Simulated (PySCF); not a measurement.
MoF₅, SMILES [F][Mo+]([F])([F])([F])[F], charge +1, multiplicity 1. Atoms are numbered in the order given.

```xyz
6

Mo     0.0000     0.0000     0.0000
F      0.0000     0.0000     1.7876
F      0.0000     0.0000    -1.7876
F     -1.7583     0.0000     0.0000
F      0.8792     1.5228     0.0000
F      0.8792    -1.5228     0.0000
```
Charge +1, spin multiplicity 1.

Geometry: PBE0-D3(BJ)/def2-SVP. The spin state was assumed, not searched. The isomer is the one that the SMILES or the coordinates give; other isomers of the formula were not compared. The def2 effective core potentials stand for the cores of Mo; spin–orbit coupling is left out.

All values below come from PBE0-D3(BJ)/def2-SVP (PySCF 2.14.0).

Frequencies are harmonic and unscaled.

Modes within 1.5 cm⁻¹ of each other (mostly degenerate sets) share a row, with their intensities summed.

```tsv
mode	ν (cm⁻¹)	IR (km/mol)	moving atoms (share of kinetic energy)
1–2	100	8.9	F 99 %
3–4	235	43.5	F 76 %, Mo 24 %
5	291	22.4	F 79 %, Mo 21 %
6–7	328	0.0	F 100 %
8	737	0.0	F 100 %
9	811	0.0	F 100 %
10	833	272.6	F 71 %, Mo 29 %
11–12	852	329.9	F 76 %, Mo 24 %
```
